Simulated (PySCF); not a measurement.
Match the calculated data to a structure.

All candidates are C7H5NS.

| technique | computed result |
| --- | --- |
| 13C NMR | chemical shifts (computed TMS as zero) by class: 138.8 (1 C), 135.1 (1 C), 135.0 (2 C), 133.3 (2 C), 131.7 (1 C) ppm [GIAO PBE0/pcSseg-1] |
| UV, strongest line | among the 10 lowest singlet transitions: S8 at 6.71 eV (185 nm, f = 1.164) [TDDFT wB97X-D/def2-SVPD] |
| Dipole | 3.45 D [wB97X-D/def2-SVPD] |
| UV, first state | lowest singlet excitation: 4.75 eV (261 nm, f = 0.000) [TDDFT wB97X-D/def2-SVPD] |
| Valence photoelectron | vertical ionisation energy: 8.55 eV [ΔSCF wB97X-D/def2-SVPD] |
| Triplet | lowest triplet excitation (Tamm–Dancoff): 3.53 eV [TDA wB97X-D/def2-SVPD] |
| Polarisability | 121.9 au [wB97X-D/def2-SVPD] |
| Rotational structure | rotational constants A, B, C: 5.571, 0.602, 0.543 GHz [PBE0-D3(BJ)/def2-SVP] |

Gas-phase values; electronic properties from PySCF, density fitting. Levels stand in brackets. One conformer (not necessarily the lowest) at the PBE0-D3(BJ)/def2-SVP geometry, without solvent, vibrations or thermal averaging. NMR classes are plain means over equivalent atoms (diastereotopic ones count apart unless rotation or inversion swaps them), as if these changed places fast.

**Question.** Which candidate is it?
A. `S=C=Nc1ccccc1`
B. `c1cc2ccsc2cn1`
C. `c1ccc2scnc2c1`

**Answer.** A. It is `S=C=Nc1ccccc1`. Numbering: `[S:1]=[C:2]=[N:3][c:4]1[cH:5][cH:6][cH:7][cH:8][cH:9]1`. Its formula, C7H5NS, gives 6 degrees of unsaturation: 1 ring and 5 π bonds in the structure found (Kekulé form). 7 carbons fall into 5 classes; from least to most shielded: isothiocyanate carbon [C2] (138.8 ppm), aromatic carbon bearing nitrogen [C4] (135.1 ppm), aromatic CH carbon [C6/C8] (135.0 ppm, 2 C), aromatic CH carbon [C5/C9] (133.3 ppm, 2 C, up to 4.3 ppm apart in this geometry), aromatic CH carbon [C7] (131.7 ppm). The first electron is taken from the HOMO, whose largest Löwdin shares are 0.33 on the sulfur bonded to C, 0.14 on the isothiocyanate nitrogen, 0.11 on an aromatic CH carbon and 0.10 on the isothiocyanate carbon. The optimised geometry has point group Cs and is an asymmetric top.

The others, at the same levels:
- `c1ccc2scnc2c1` fails: it has 7 carbon classes against 5; its computed 13C shifts are 157.4 (1 C), 156.3 (1 C), 141.0 (1 C), 131.2 (1 C), 131.0 (1 C), 130.7 (1 C), 126.7 (1 C) ppm, rotational constant A is 3.182 GHz (against 5.571 GHz) and smallest rotational constant is 0.943 GHz (against 0.543 GHz).
- `c1cc2ccsc2cn1` fails: it has 7 carbon classes against 5; its computed 13C shifts are 149.6 (1 C), 149.2 (1 C), 147.5 (1 C), 142.2 (1 C), 139.4 (1 C), 128.1 (1 C), 122.4 (1 C) ppm, rotational constant A is 3.231 GHz (against 5.571 GHz) and smallest rotational constant is 0.936 GHz (against 0.543 GHz).

Each candidate is one conformer, not necessarily the lowest. Dipoles, sizes and rotational constants follow the conformer. The torsions of the flexible species, by atom-mapped SMILES:
- `[S:1]=[C:2]=[N:3][c:4]1[cH:5][cH:6][cH:7][cH:8][cH:9]1`: C2–N3–C4–C5 180°
